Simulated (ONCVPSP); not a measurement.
## Before and after: ONCV potential for tin

* Element: Sn
* Generator: ONCVPSP 4.0.1
* Type: optimised norm-conserving Vanderbilt (ONCV)
* Functional: PBE
* Relativity: scalar-relativistic
* Frozen core: [Ar] 3d10
* Valence charge: 22
* Reference configuration: 4s2 4p6 4d10 5s2 5p2
* Partial waves: 4s+5s: rc 1.35 bohr, ncon 4, nbas 8, qcut 7 1/bohr, 2 projectors; 4p+5p: rc 1.40 bohr, ncon 3, nbas 6, qcut 7.7 1/bohr, 2 projectors; 4d: rc 1.05 bohr, ncon 3, nbas 6, qcut 8.3 1/bohr, 3 projectors, debl 3.6 Ha
* Local potential: polynomial inside 0.75 bohr (lpopt 4, dvloc0 2 Ha)
* Core correction: Teter function, fcfact 3.75, rcfact 1.6

All-electron outer shells of the reference configuration (PBE, scalar-relativistic, ld1.x):

```tsv
shell	level (eV)	outermost node (bohr)	outermost maximum (bohr)
3p	-698.81	0.14	0.30
3d	-473.43	–	0.25
4s	-133.93	0.40	0.74
4p	-89.70	0.41	0.79
4d	-25.84	0.39	0.88
5s	-10.55	0.98	2.01
5p	-3.69	1.09	2.55
```

Change: s: ncon 5, nbas 9.

Cutoffs: the cutoffs (Ha) at which the residual kinetic energy of the hardest occupied pseudo-wave falls to 1 and 0.1 mHa per electron; they do not see the model core or the augmentation charge, which bear on the density cutoff. Errors are all-electron minus pseudo energies relative to the spin-unpolarised reference configuration.

Task: How do hardness, ghosts and transferability respond?

Result: The potential gets neither clearly harder nor softer (68 Ha and 126 Ha → 68 Ha and 126 Ha); the d channel sets the loose cutoff, while the largest relative change is in s, which becomes harder; of the 4 tests that both files solve, the error grows in 0 and shrinks in 1 by more than 15 % and 0.3 meV (median size 5.4 → 4.7 meV); neither file shows a bound ghost.

```csv
quantity,base,changed
"cutoff, loose",68 Ha,68 Ha
"cutoff, tight",126 Ha,126 Ha
loose cutoff by channel,"s 23 Ha, p 23 Ha, d 68 Ha","s 64 Ha, p 23 Ha, d 68 Ha"
bound ghosts,none,none
GHOST(+) flags under 300 eV,s at 203.9 eV,s at 228.6 eV
"error for 4s2 4p6 4d10 5s2 5p1, meV [ΔE 6.87 eV]",-1.2,-1.2
"error for 4s2 4p6 4d10 5s2 5p0, meV [ΔE 20.83 eV]",-4.1,-4.2
"error for 4s2 4p6 4d10 5s1 5p0, meV [ΔE 51.80 eV]",-13,-13
"error for 4s2 4p6 4d10 5s0 5p4, meV [ΔE 14.19 eV]",-6.6,-5.2
s: phases at 1.37 bohr within 0.05 rad from the reference energy up to (Ha; the scan ends near 5),to the end of the scan,to the end of the scan
p: phases at 1.42 bohr within 0.05 rad from the reference energy up to (Ha; the scan ends near 5),to the end of the scan,to the end of the scan
d: phases at 1.06 bohr within 0.05 rad from the reference energy up to (Ha; the scan ends near 5),to the end of the scan,to the end of the scan
"rms error of d²Exc/dni dnj with the model core, mHa",2.41,2.33
```
